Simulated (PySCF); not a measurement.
CH₃AlClFO, SMILES [F][Al]([Cl])[O]C. Geometry: B3LYP-D3(BJ)/def2-SVP. The structure was generated by enumeration; whether it is a known compound was not checked. One conformer was computed; it need not be the lowest.

Computed equilibrium geometry at B3LYP-D3(BJ)/def2-SVP (PySCF confirms it by a frequency run) as a Z-matrix, and its point group (one conformer of several):
point group Cs.
```
O
C 1 1.4003
H 2 1.1040 1 110.21
H 2 1.1040 3 107.63 1 120.21
H 2 1.1054 3 107.97 4 116.32
Al 1 1.6735 2 141.31 3 -120.68
F 6 1.6578 1 121.61 2 0.00
Cl 6 2.0810 7 118.75 1 180.00
```
Charge 0, spin multiplicity 1.
